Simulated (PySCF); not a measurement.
C₄H₉ (SMILES C[C](C)C), doublet, at a GFN2-xTB geometry; DF-HF/pcseg-1 (PySCF).

Here is a job for PySCF.
```python
from pyscf import gto, scf

mol = gto.Mole()
mol.atom = '''
    C     0.000233   -0.000387    0.115316
    C    -0.001963    1.478902   -0.016333
    C     1.282761   -0.737245   -0.017130
    C    -1.281036   -0.741762   -0.001923
    H     0.005337    1.792035   -1.069507
    H    -0.892102    1.910426    0.440060
    H     0.880403    1.913912    0.452315
    H     1.561752   -0.879420   -1.070313
    H     2.097549   -0.191163    0.457676
    H     1.213157   -1.727075    0.432463
    H    -1.567902   -0.892161   -1.051871
    H    -1.204589   -1.728453    0.453674
    H    -2.093569   -0.195149    0.475924
'''
mol.basis = 'pcseg-1'
mol.charge = 0
mol.spin = 1
mol.verbose = 4
mol.build()

mf = scf.UHF(mol)
mf.conv_tol = 1e-12
mf = mf.density_fit(auxbasis='def2-universal-jkfit')
mf.kernel()
```

The log (banner, timings and long lists left out):

```
PySCF version 2.14.0

[INPUT] verbose = 4
[INPUT] num. atoms = 13
[INPUT] num. electrons = 33
[INPUT] charge = 0
[INPUT] spin (= nelec alpha-beta = 2S) = 1
[INPUT] symmetry False subgroup None
[INPUT] Mole.unit = angstrom
[INPUT] Symbol           X                Y                Z      unit          X                Y                Z       unit  Magmom
[INPUT]  1 C      0.000233000000  -0.000387000000   0.115316000000 AA    0.000440306187  -0.000731324010   0.217915657780 Bohr   0.0
[INPUT]  2 C     -0.001963000000   1.478902000000  -0.016333000000 AA   -0.003709532383   2.794719745072  -0.030864896793 Bohr   0.0
[INPUT]  3 C      1.282761000000  -0.737245000000  -0.017130000000 AA    2.424066973273  -1.393191136705  -0.032371008514 Bohr   0.0
[INPUT]  4 C     -1.281036000000  -0.741762000000  -0.001923000000 AA   -2.420807195708  -1.401727029610  -0.003633943338 Bohr   0.0
[INPUT]  5 H      0.005337000000   1.792035000000  -1.069507000000 AA    0.010085468327   3.386455355635  -2.021075318305 Bohr   0.0
[INPUT]  6 H     -0.892102000000   1.910426000000   0.440060000000 AA   -1.685828455177   3.610181921248   0.831592878376 Bohr   0.0
[INPUT]  7 H      0.880403000000   1.913912000000   0.452315000000 AA    1.663720549245   3.616769506519   0.854751472033 Bohr   0.0
[INPUT]  8 H      1.561752000000  -0.879420000000  -1.070313000000 AA    2.951283554492  -1.661862948465  -2.022598437562 Bohr   0.0
[INPUT]  9 H      2.097549000000  -0.191163000000   0.457676000000 AA    3.963793142855  -0.361245715150   0.864882293786 Bohr   0.0
[INPUT] 10 H      1.213157000000  -1.727075000000   0.432463000000 AA    2.292534476099  -3.263698746583   0.817236629008 Bohr   0.0
[INPUT] 11 H     -1.567902000000  -0.892161000000  -1.051871000000 AA   -2.962905370158  -1.685939949018  -1.987748108372 Bohr   0.0
[INPUT] 12 H     -1.204589000000  -1.728453000000   0.453674000000 AA   -2.276343302664  -3.266302789183   0.857319609836 Bohr   0.0
[INPUT] 13 H     -2.093569000000  -0.195149000000   0.475924000000 AA   -3.956272032880  -0.368778163483   0.899366016108 Bohr   0.0

nuclear repulsion = 125.979982016193
number of shells = 30
number of NR pGTOs = 163
number of NR cGTOs = 101
basis = pcseg-1
ecp = {}

******** <class 'pyscf.df.df_jk.DFUHF'> ********
method = DFUHF
initial guess = minao
damping factor = 0
level_shift factor = 0
DIIS = <class 'pyscf.scf.diis.CDIIS'>
diis_start_cycle = 1
diis_space = 8
diis_damp = 0
SCF conv_tol = 1e-12
SCF conv_tol_grad = None
SCF max_cycles = 50
direct_scf = False
number electrons alpha = 17  beta = 16
Set gradient conv threshold to 1e-06
******** <class 'pyscf.df.df.DF'> ********
auxbasis = def2-universal-jkfit
init E= -157.15482766808

cycle= 1 E= -156.57512958086  delta_E= 0.58  |g|= 0.246  |ddm|= 2.31
cycle= 2 E= -156.625346870561  delta_E= -0.0502  |g|= 0.08  |ddm|= 0.358
cycle= 3 E= -156.631530578976  delta_E= -0.00618  |g|= 0.0311  |ddm|= 0.149
cycle= 4 E= -156.632410981292  delta_E= -0.00088  |g|= 0.0112  |ddm|= 0.0619
cycle= 5 E= -156.632610686103  delta_E= -0.0002  |g|= 0.0045  |ddm|= 0.033
cycle= 6 E= -156.632642654822  delta_E= -3.2e-05  |g|= 0.00192  |ddm|= 0.0132
cycle= 7 E= -156.632648725578  delta_E= -6.07e-06  |g|= 0.000648  |ddm|= 0.00582
cycle= 8 E= -156.632649543548  delta_E= -8.18e-07  |g|= 0.000242  |ddm|= 0.00237
cycle= 9 E= -156.632649662645  delta_E= -1.19e-07  |g|= 0.000103  |ddm|= 0.000797
cycle= 10 E= -156.632649684245  delta_E= -2.16e-08  |g|= 3.74e-05  |ddm|= 0.000335
cycle= 11 E= -156.632649687042  delta_E= -2.8e-09  |g|= 9.57e-06  |ddm|= 0.000123
cycle= 12 E= -156.632649687211  delta_E= -1.68e-10  |g|= 3.22e-06  |ddm|= 2.79e-05
cycle= 13 E= -156.632649687229  delta_E= -1.81e-11  |g|= 1.18e-06  |ddm|= 1.12e-05
cycle= 14 E= -156.632649687229  delta_E= -2.84e-13  |g|= 5.31e-07  |ddm|= 2.6e-06
Extra cycle  E= -156.632649687231  delta_E= -1.93e-12  |g|= 3.19e-07  |ddm|= 1.33e-06
converged SCF energy = -156.632649687231  <S^2> = 0.76350444  2S+1 = 2.0134592
```
